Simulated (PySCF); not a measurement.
C₃H₆OSi, SMILES [SiH3][C@@H]1C=CO1. Geometry optimised at PBE0-D3(BJ)/def2-SVP. The structure was generated by enumeration; whether it is a known compound was not checked.

These are PySCF with PBE0-D3(BJ)/def2-SVP values and carry that method's errors.

Harmonic wavenumbers (cm⁻¹): 166, 181, 217, 489, 557, 633, 707, 806, 889, 908, 920, 938, 944, 960, 985, 1073, 1145, 1186, 1241, 1320, 1642, 2230, 2241, 2259, 3100, 3246, 3316. Rotational constants (GHz): 9.691, 2.907, 2.580; symmetry number 1.

**Question.** Work out the zero-point energy and the ideal-gas rigid-rotor harmonic-oscillator thermochemistry at 298.15 K and 1 atm.

**Answer.** ZPE = ½ Σ hcν = ½ × 34299 cm⁻¹ = 49.03 kcal/mol. H − E(el) = 53.23 kcal/mol. Entropy in cal/(mol K): translation 39.27, rotation 25.89, vibration 9.99, total 75.16. G − E(el) = 30.83 kcal/mol. Cp = 22.66 cal/(mol K).
